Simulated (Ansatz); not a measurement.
Cartesian coordinates in Å:
```
F -2.5851 0.6983 -1.2815
C -3.0801 -0.3668 -0.6305
F -4.0605 -0.8803 -1.3774
F -3.6124 0.0767 0.5067
C -2.0099 -1.4126 -0.3957
O -0.9806 -0.9147 0.3998
Si 0.3274 -0.0314 0.0022
Cl 0.8383 -0.4240 -1.9295
O 0.1030 1.5556 0.1834
C -0.1109 2.5709 -0.7472
C 1.0475 3.5459 -0.7162
F 1.2005 4.1056 0.4841
F 2.1999 2.9527 -1.0361
F 0.8273 4.5248 -1.6024
O 1.4857 -0.4341 1.0556
C 1.5784 -1.5680 1.8630
C 2.1975 -2.7345 1.1207
F 2.3052 -3.7822 1.9452
F 1.4407 -3.1106 0.0803
F 3.4100 -2.4504 0.6512
H -2.4773 -2.2559 0.1165
H -1.6515 -1.7461 -1.3744
H -0.1972 2.1947 -1.7701
H -1.0208 3.1185 -0.4925
H 0.6019 -1.8945 2.2312
H 2.2230 -1.3376 2.7135
```

The species carries charge 0 and has multiplicity 1.

Task: List the ωB97M-V/def2-TZVPP orbital energies in eV (Ansatz 0.2.0). (An estimate is asked.)

Result: Ansatz gave: Occupied: -2772.48, -1809.66, -679.14, -679.09, -679.01, -678.91, -678.91, -678.82, -678.72, -678.66, -678.63, -527.38, -527.21, -527.19, -288.74, -288.55, -288.36, -284.30, -284.13, -284.03, -262.89, -200.35, -200.24, -200.24, -150.43, -104.60, -104.56, -104.54, -40.10, -39.90, -39.70, -37.69, -37.64, -37.49, -37.44, -37.29, -37.24, -33.12, -32.44, -32.33, -26.48, -25.16, -24.91, -24.69, -22.31, -22.04, -21.79, -20.15, -20.03, -19.92, -19.81, -19.74, -19.61, -19.52, -19.28, -18.85, -18.12, -17.66, -17.46, -16.88, -16.77, -16.57, -16.45, -16.30, -16.21, -16.06, -16.03, -15.97, -15.56, -15.40, -15.23, -15.08, -15.02, -14.98, -14.88, -14.84, -14.77, -14.63, -14.51, -14.42, -14.35, -12.98, -12.91, -12.52, -12.50, -12.38, -12.19, -11.87, -11.62. Lowest empty: 2.19, 2.85, 2.88, 3.21, 3.48, 3.69, 3.89, 4.11.
